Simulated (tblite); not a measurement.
A tight-binding relaxation on `C=C[C@H]1CC([SiH3])=[CH][GeH2]1`.

Computed with GFN2-xTB geometry optimisation, gas phase (tblite 0.8.0). Start geometry: from a force field or distance geometry. A driver script takes a list of jobs; this job's settings line and coordinates (Å) are shown.

Command:
```bash
OMP_NUM_THREADS=1 python probes_run.py task.json out
```

Input:
```
{"job": {"kind": "relax", "xc": "GFN2-xTB", "basis": "xTB"}, "charge": 0, "multiplicity": 1}
C     -3.092400    -1.246800    -0.098900
C     -2.169500    -0.451200    -0.666200
C     -0.983300    -0.114200     0.143600
C      0.330000    -0.421900    -0.526600
C      1.447100     0.230600     0.153300
Si     3.107100    -0.597400     0.364900
C      1.237800     1.457500     0.586200
Ge    -0.617800     1.847100     0.123900
H     -2.902700    -1.571600     0.923700
H     -4.001000    -1.532900    -0.646100
H     -2.346200    -0.121500    -1.685400
H     -1.050500    -0.472700     1.183400
H      0.209200    -0.017800    -1.562700
H      0.482600    -1.532800    -0.627700
H      3.009400    -1.667000     1.380800
H      4.119300     0.350900     0.809500
H      3.403200    -1.253700    -0.911100
H      1.920800     2.113000     1.103700
H     -1.366400     2.581700     1.230700
H     -0.741800     2.431300    -1.282000
```

Question: Give the output.

Answer: 
```
step      E/eV     max force
  0    -612.71571    2.582
  1    -612.90492    1.579
  2    -612.97755    0.898
  3    -613.03288    0.554
  4    -613.09331    0.589
  5    -613.12481    0.453
  6    -613.15382    0.413
  7    -613.17449    0.368
  8    -613.18863    0.227
  9    -613.19873    0.219
... (86 lines left out)
 96    -613.31058    0.019
 97    -613.31062    0.016
 98    -613.31065    0.012
 99    -613.31067    0.010
100    -613.31069    0.014
101    -613.31072    0.020
102    -613.31075    0.023
103    -613.31079    0.017
104    -613.31081    0.012
105    -613.31083    0.009
```

«max force» is the largest atomic force in eV/Å.

Question: From which step on does the largest force stay under 0.1 eV/Å, and how much energy is left to gain from there?

Answer: From step 37 (0.087 eV/Å), 29.3 meV above the end.

Summary of the converged run: energy lowered by 13.7 kcal/mol over 105 steps; largest atomic force 0.009 eV/Å at the end.

Question: Where do the atoms end?

Answer: 0.422 Å rms from the input after alignment:
```
atom  x, y, z in Å
C1    -3.2474   -1.0701   -0.3375
C2    -2.1102   -0.5119   -0.7145
C3    -1.0164   -0.1146    0.2040
C4     0.3508   -0.6830   -0.2157
C5     1.4934    0.2164    0.1826
Si6    3.2260   -0.5298    0.1939
C7     1.2221    1.4928    0.4583
Ge8   -0.6849    1.8583    0.3223
H9    -3.4509   -1.2932    0.6976
H10   -4.0223   -1.3211   -1.0416
H11   -1.9323   -0.2994   -1.7629
H12   -1.2487   -0.4649    1.2146
H13    0.3840   -0.7906   -1.3048
H14    0.4924   -1.6835    0.2013
H15    3.2489   -1.6428    1.1473
H16    4.1943    0.4937    0.5841
H17    3.5292   -1.0344   -1.1486
H18    1.9984    2.1945    0.7167
H19   -1.3338    2.5466    1.4977
H20   -1.0977    2.6480   -0.8978
```

On Arm Neoverse N1, one thread, shared host with 64 logical CPUs at a one-minute load of 62, this took 1.6 s wall.
Labels such as C1 count atoms from 1, the log's own numbers from 0.
